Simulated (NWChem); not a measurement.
BCl cation, doublet; SMILES of the neutral closed-shell parent BCl

```xyz
2

B      0.0000     0.0000    -1.2392
Cl     0.0000     0.0000     0.3645
```
Atoms are numbered in this order, from 1.

Results from NWChem. Spin-unrestricted. Structure relaxed at the PBE0/def2-SVP, spin-unrestricted level. The spin multiplicity was typed, not searched, and may not be the lowest. No stability test was run on the SCF state. Level B3LYP/def2-SVP: energy and gradient on several grids; changes count from the extra-fine grid, which is no exact limit either.

Task: Which is the coarsest grid (coarse; xcoarse; xfine; medium; fine) from which on the energy stays within 100 μHa and each gradient component within 200 μHa/bohr of xfine?

Result: coarse.
```
grid     size of the energy change (μHa)  largest change of a gradient component (μHa/bohr)
-------  -------------------------------  -------------------------------------------------
xcoarse                               20                                                500
coarse                              < 10                                               < 30
medium                              < 10                                               < 30
fine                                < 10                                               < 30
xfine                               < 10                                               < 30
```
